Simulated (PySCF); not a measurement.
## H6O7Ti2: core ionisation energies

Species: [(OH)3Ti]2O (singlet state).
Structure used (PBE0-D3(BJ)/def2-SVP), in Å, numbered top down from 1:
```
atom  x, y, z in Å
Ti1    1.3477    0.6251   -0.4694
O2     1.2817   -0.8797   -1.3860
O3     1.8692    0.2432    1.2437
O4     2.3150    1.9040   -1.2460
O5    -0.4013    1.0071   -0.2887
Ti6   -1.5051   -0.2525    0.3654
O7    -3.1831    0.2883    0.6214
O8    -0.6652   -0.7151    1.8453
O9    -1.3399   -1.6158   -0.8462
H10    0.4440   -1.3916   -1.4213
H11    2.5478    0.6906    1.7584
H12    2.7173    1.9956   -2.1146
H13   -3.7038    0.5194    1.3955
H14    0.2818   -0.4806    1.9602
H15   -2.0390   -2.0142   -1.3736
```

Method used: delta-SCF UKS SCAN, pcX-2 on the ionised atom (unc-x2c-TZVPall on a metal), pcseg-1 elsewhere, spin-free X2C (PySCF). Binding energies are ΔSCF values: E(core-ionised, relaxed orbitals) − E(ground state) at a fixed geometry, referred to the vacuum level.

Problem. Give the core binding energies atom by atom.

Solution. 
```
atom(s)                environment     level  binding energy (eV)  2p1/2 (eV)  above the level's lowest (eV)  count
Ti1/Ti6     titanium bonded to 4 O  Ti 2p3/2               463.30      469.02                           0.00      2
  O2/O8  oxygen bonded to Ti and H      O 1s               537.34           –                          +0.68      2
     O5      oxygen bonded to 2 Ti      O 1s               536.66           –                           0.00      1
```

The listed O 1s values span 0.68 eV, from O5 (bonded to 2 Ti) to O2/O8 (bonded to H and Ti).

Problem. Which photon energy gives electrons from O 1s of O2 (atom 2)/O8 a kinetic energy of 200 eV, and what is their de Broglie wavelength?

Solution. hν = 537.34 + 200 = 737.34 eV, recoil neglected; λ = 12.264 Å/√(E/eV) = 0.87 Å.

Problem. Give the binding energy of O 1s of O2/O8 in hartree and in kJ/mol.

Solution. 537.34 eV = 19.7469 Eh = 51845 kJ/mol.

The first atom of each set that the bonding makes equivalent was ionised and stands for the set. The list is incomplete; no value stands for O 1s of O3, O4, O7, O9. For 2p shells one spin-free hole was relaxed; a mean-field spin–orbit operator and the ground-state splitting of the three 2p orbitals were then diagonalised within the shell. The shell's mean is (2 × 2p3/2 + 2p1/2)/3, and the degeneracies 2j + 1 give areas of 2:1. 2p1/2 minus 2p3/2 (ligand field included): Ti 5.72 eV. Satellites of the metal's 2p lines aren't described. Isolated species at its PBE0-D3(BJ)/def2-SVP geometry, gas phase. Metal 2p energies of this one-determinant scheme are less reliable than its 1s energies.
